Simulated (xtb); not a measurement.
Cl₃H₃OSi₂, SMILES Cl[Si](Cl)(O[SiH3])Cl. All values are semi-empirical tight-binding results from xtb (GFN2-xTB unless named), good for trends rather than for accurate numbers. Coordinates come from a GFN2-xTB optimisation. One conformer was computed; it need not be the lowest.

```json
{
 "orbital_gap": "6.11 eV",
 "dipole_moment": "2.67 D",
 "zero_point_energy": "20.8 kcal/mol",
 "G − E(el) at 298.15 K (modified RRHO)": "-2.5 kcal/mol",
 "static polarisability (D4 model)": "105.7 bohr³",
 "solvation energy, GFN2-xTB/ALPB(water)": "0.3 kcal/mol",
 "solvation energy, GFN2-xTB/ALPB(chcl3)": "-5.6 kcal/mol"
}
```
